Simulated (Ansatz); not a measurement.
Geometry optimisation of Al₄F₂⁻.

```yaml
crystal:
  periodic: [false, false, false]
  atoms:
    - {symbol: Al, position_ang: [-1.658910, 0.398110, -0.353380]}
    - {symbol: Al, position_ang: [2.834980, 0.859940, 0.094240]}
    - {symbol: Al, position_ang: [0.797340, -0.673850, 0.546090]}
    - {symbol: Al, position_ang: [0.565620, 1.793170, -0.390180]}
    - {symbol: F, position_ang: [0.530880, -2.205200, 1.319570]}
    - {symbol: F, position_ang: [-3.069910, -0.172170, -1.216340]}
basis:
  gaussian: {orbitals: def2-SVPD}
total_charge: -1
magnetization: {spin_polarized: true, initial_magnetization: 1}
hamiltonian: {xc: pbe, dispersion: d4}
scf: {lower_state_search: "off"}
output: {orbitals: {seedname: orbitals}}
relax: {f_tol: 0.02, max_steps: 100}
```

```sh
$ ansatz run in.yaml --threads 4 --pin off --events-out ev --progress --plain --max-ram 4787MiB
```

Output, abridged:

```
Functional definition: PBE
  name "PBE"
  cite "Perdew, Burke & Ernzerhof, Phys. Rev. Lett. 77, 3865 (1996) doi:10.1103/PhysRevLett.77.3865"
  parent pbe
  parameter kappa = 0.804
  parameter beta = 0.06672455060314922
  exchange = pbe_x(kappa = kappa, mu = beta*pi^2/3)
  correlation = pbe_c(beta = beta)
these checks for a lower state are left out or cut short: stability, starts, cluster_reference, orbital_swaps, neighbouring_geometries, increment
mean field -31794.56006100 eV, -1168.4285311150 hartree, gradient 5.0e-6 eV, S^2 0.758043; 0 other end points of the search recorded, 0 dependent functions left out
the calculation of the forces begins
relax step   1: F+E_penalty+E_count = -31794.75900476 eV  Δ(F+E_penalty+E_count) = +0.000e0 eV  max|allowed force component| = 6.604e-1 eV/Å  Δτ_max = 0.0000 Å  (24 SCF iters, accepted)
these checks for a lower state are left out or cut short: stability, starts, cluster_reference, orbital_swaps, neighbouring_geometries, increment
mean field -31794.66645587 eV, -1168.4324410544 hartree, gradient 4.6e-6 eV, S^2 0.758783; 0 other end points of the search recorded, 0 dependent functions left out
the calculation of the forces begins
relax step   2: F+E_penalty+E_count = -31794.86316293 eV  Δ(F+E_penalty+E_count) = -1.042e-1 eV  max|allowed force component| = 5.589e-1 eV/Å  Δτ_max = 0.1908 Å  (30 SCF iters, accepted)
these checks for a lower state are left out or cut short: stability, starts, cluster_reference, orbital_swaps, neighbouring_geometries, increment
mean field -31794.69375980 eV, -1168.4334444551 hartree, gradient 2.9e-6 eV, S^2 0.758589; 0 other end points of the search recorded, 0 dependent functions left out
the calculation of the forces begins
relax step   3: F+E_penalty+E_count = -31794.89083649 eV  Δ(F+E_penalty+E_count) = -2.767e-2 eV  max|allowed force component| = 1.668e-1 eV/Å  Δτ_max = 0.1639 Å  (30 SCF iters, accepted)
these checks for a lower state are left out or cut short: stability, starts, cluster_reference, orbital_swaps, neighbouring_geometries, increment
mean field -31794.68541467 eV, -1168.4331377775 hartree, gradient 1.8e-6 eV, S^2 0.758725; 0 other end points of the search recorded, 0 dependent functions left out
the calculation of the forces begins
relax step   4: F+E_penalty+E_count = -31794.88388345 eV  Δ(F+E_penalty+E_count) = +6.953e-3 eV  max|allowed force component| = 1.897e-1 eV/Å  Δτ_max = 0.0997 Å  (31 SCF iters, rejected (line search))
these checks for a lower state are left out or cut short: stability, starts, cluster_reference, orbital_swaps, neighbouring_geometries, increment
mean field -31794.70106036 eV, -1168.4337127458 hartree, gradient 3.3e-6 eV, S^2 0.758680; 0 other end points of the search recorded, 0 dependent functions left out
the calculation of the forces begins
relax step   5: F+E_penalty+E_count = -31794.89815543 eV  Δ(F+E_penalty+E_count) = -7.319e-3 eV  max|allowed force component| = 2.447e-2 eV/Å  Δτ_max = 0.0483 Å  (25 SCF iters, accepted)
these checks for a lower state are left out or cut short: stability, starts, cluster_reference, orbital_swaps, neighbouring_geometries, increment
mean field -31794.70133382 eV, -1168.4337227954 hartree, gradient 2.9e-6 eV, S^2 0.758688; 0 other end points of the search recorded, 0 dependent functions left out
the calculation of the forces begins
relax step   6: F+E_penalty+E_count = -31794.89844432 eV  Δ(F+E_penalty+E_count) = -2.889e-4 eV  max|allowed force component| = 1.156e-2 eV/Å  Δτ_max = 0.0158 Å  (26 SCF iters, accepted)
Total energy: -31794.89850014 eV, -1168.4409685240 hartree
Atom 0 at    -1.558499     0.305538    -0.531409 Å, force    -0.004253     0.009695    -0.000944 eV/Å
Atom 1 at     2.865369     0.830439     0.137784 Å, force     0.002125    -0.001963     0.009918 eV/Å
Atom 2 at     0.621984    -0.629448     0.605999 Å, force     0.003670    -0.005903    -0.001007 eV/Å
Atom 3 at     0.498943     1.737776    -0.394292 Å, force    -0.011562    -0.008208    -0.009649 eV/Å
Atom 4 at     0.725379    -2.212236     1.321635 Å, force     0.002569     0.005352    -0.003843 eV/Å
Atom 5 at    -3.153177    -0.032068    -1.139716 Å, force     0.007451     0.001028     0.005525 eV/Å
Dipole moment:    -0.296582     0.048596    -0.073980 e Å
Checks for a lower state left out: stability, starts, cluster_reference, orbital_swaps, neighbouring_geometries, increment
```

Run time 21 s (4 threads of Arm Neoverse N1 on a shared host).

Another isomer (doublet) lies 0.21 eV lower at PBE0-D4/def2-TZVPD; other spin states weren't run for this one.
